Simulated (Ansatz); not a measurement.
Reaction (substitution at a C–C bond): `COC(C)OC` + `[CH3][Y]([OH])[F]` → `C[O][Y]([CH3])[F]` + `COCOC`

Program: Ansatz. Geometries: PBE0-D4/def2-TZVP. ΔE: electronic, gas phase. CBS: MP2 limit from def2 TZ/QZ plus the TZ coupled-cluster correction, frozen cores. DFT in def2-TZVPP. def2 core potentials past Kr. For Y outer-core shells are correlated without core-valence functions, which leaves a few kJ/mol of doubt a bond. One conformer a species, not always the lowest.

`COC(C)OC`:

Cartesian coordinates in Å:
```
C 1.380 1.008 -1.479
O 0.391 1.372 -0.546
C -0.006 0.337 0.280
C -0.933 0.908 1.324
O -0.642 -0.645 -0.509
C -0.627 -1.928 0.052
H 1.666 1.915 -2.010
H 2.264 0.595 -0.974
H 1.005 0.271 -2.195
H 0.882 -0.130 0.751
H -0.412 1.652 1.926
H -1.782 1.380 0.827
H -1.301 0.121 1.985
H 0.396 -2.255 0.284
H -1.054 -2.608 -0.686
H -1.227 -1.992 0.969
```

`[CH3][Y]([OH])[F]`:

```xyz
8

C    -0.066   -0.979   -1.074
Y    -0.493    0.804    0.419
O     0.512    0.709    2.157
F    -1.067    2.530   -0.426
H     0.975   -0.958   -1.425
H    -0.202   -1.970   -0.620
H    -0.689   -0.956   -1.978
H     1.029    0.822    2.949
```

`C[O][Y]([CH3])[F]`:

```xyz
11

C    -2.352   -0.704    0.373
O    -1.062   -0.235    0.574
Y     0.712    0.667    0.825
C     2.299    0.137   -0.847
F     0.853    2.510    1.605
H    -2.666   -1.358    1.197
H    -2.423   -1.283   -0.556
H    -3.073    0.120    0.311
H     3.283    0.595   -0.683
H     1.962    0.492   -1.832
H     2.467   -0.942   -0.966
```

`COCOC`:

Z-matrix (Å, degrees):
```
C
O 1 1.409
H 1 1.095 2 111.8
H 1 1.090 2 107.2 3 -119.7
H 1 1.098 2 110.9 3 121.3
C 2 1.392 1 113.2 3 -62.7
O 6 1.392 2 113.9 1 67.4
H 6 1.098 2 105.4 1 -170.8
H 6 1.098 2 110.9 1 -51.3
C 7 1.409 6 113.2 2 67.4
H 10 1.095 7 111.7 6 -62.7
H 10 1.090 7 107.2 6 177.6
H 10 1.098 7 110.9 6 58.6
```

Is it downhill or uphill in electronic energy at CCSD(T)/CBS, and by how much? (Estimate.)

Ansatz gave: Uphill: ΔE = +15.9 kcal/mol.

What do these levels give: BLYP-D4, BHLYP-D4, CAM-B3LYP-D4, B2PLYP, HF/def2-QZVPP, MP2/def2-QZVPP? (Estimate.)

Computed: BLYP-D4 12.5, BHLYP-D4 13.9, CAM-B3LYP-D4 14.1, B2PLYP 13.6, HF/def2-QZVPP 12.3, MP2/def2-QZVPP 16.6 kcal/mol.

Largest T1 diagnostic among the species: 0.014.

From BLYP to BHLYP (50 % exact exchange), in def2-TZVPP and without D4, ΔE moves by +2.1 kcal/mol. Leaving LDA and LC-ωPBE aside and taking each functional with its dispersion term where it has one, the values, not all of them listed here, spread over 3.0 kcal/mol, from BLYP-D4 to ωB97M-V. LDA lies +2.5 kcal/mol from PBE without D4. At CCSD(T), def2-SVP lies −2.8 kcal/mol from the extrapolated value and def2-TZVPP −1.0 kcal/mol.
